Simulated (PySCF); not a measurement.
Run record: geometry optimisation, `C[S][GaH2]`.

Method: PBE0-D3(BJ)/def2-SVP geometry optimisation, gas phase (PySCF 2.14.0). Start geometry: GFN2-xTB. The input is one job of a driver script: a line of settings, then coordinates in Å.

Input:
```
{"job": {"xc": "PBE0", "basis": "def2-SVP", "d3": "d3bj", "grid": 1, "maxiter": 30, "shake": 0.01, "kind": "geom"}, "charge": 0, "multiplicity": 1}
C     -1.339080    -0.112130    -0.135940
S     -0.089070    -1.357590     0.250350
Ga     1.670300    -0.023750     0.183490
H     -0.865600     0.902430    -0.258400
H     -2.080420    -0.077890     0.663200
H     -1.855400    -0.374780    -1.064890
H      3.180480    -0.488540     0.430940
H      1.433930     1.513100    -0.121230
```

Output:
```
step   0  E = -2363.32991481  max force = 0.018559
step   1  E = -2363.33320765  max force = 0.005715
step   2  E = -2363.33352186  max force = 0.002550
step   3  E = -2363.33362608  max force = 0.000836
step   4  E = -2363.33363350  max force = 0.000349
optimisation converged
```

Energies in Eh; «max force» is the largest Cartesian gradient component in Eh/bohr.

Problem. Give the first gradient maximum in eV/Å.

Solution. With 1 Eh/bohr = 51.422 eV/Å, 0.954 eV/Å.

Problem. How much energy does the optimisation release, in eV?

Solution. E(step 0) − E(last step) = 0.003719 Eh, which is 0.101 eV.

Summary of the converged run: final energy -2363.33363 Eh after 4 steps; dipole 1.47 D.

Problem. Where do the atoms end?

Solution. 0.118 Å rms from the input after alignment:
```
atom  x, y, z in Å
C1    -1.3747   -0.1001   -0.1431
S2    -0.0028   -1.2429    0.2365
Ga3    1.7665    0.0461    0.1822
H4    -1.0226    0.9325   -0.2719
H5    -2.1005   -0.1309    0.6810
H6    -1.8690   -0.4291   -1.0673
H7     3.1321   -0.6567    0.4611
H8     1.5260    1.5620   -0.1310
```

Problem. Estimate the wall time. Hardware: one thread, Arm Neoverse V1 (aarch64) (shared host). And the peak memory of the process?

Solution. About 14 s, with 0.36 GiB resident at the peak, the Python interpreter and its libraries included.
Labels such as C1 count atoms from 1, the log's own numbers from 0.
